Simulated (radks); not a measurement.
Valence configurations of O3+ (all share [He]). All-electron calculation, scalar-relativistic Kohn-Sham, PBE, spin-polarised, spherical densities, finite nucleus; open shells are filled with parallel spins first; Fermi nuclear charge, rms radius 2.6991 fm. Program: a radial shooting solver on a logarithmic mesh with Libxc functionals. Energies are relative to 2s2 2p1; eigenvalues in eV for spin up.

| valence | E (eV) | moment (Bohr magnetons) | e(2p) | e(2s) |
|---|---|---|---|---|
| 2s2 2p1 | 0.000 | 1 | -66.270 | -80.738 |
| 2s1.5 2p1.5 | 4.993 | 2 | -66.871 | -81.431 |
| 2s1 2p2 | 8.127 | 3 | -67.205 | -81.835 |
| 2s0.5 2p2.5 | 15.437 | 3 | -66.820 | -81.434 |
| 2p3 | 22.741 | 3 | -66.433 | - |

NIST lists [He] 2s2 2p1 as the ground configuration; this level of theory agrees among the configurations tried. The energies are those of spherical high-spin densities, not of single terms.
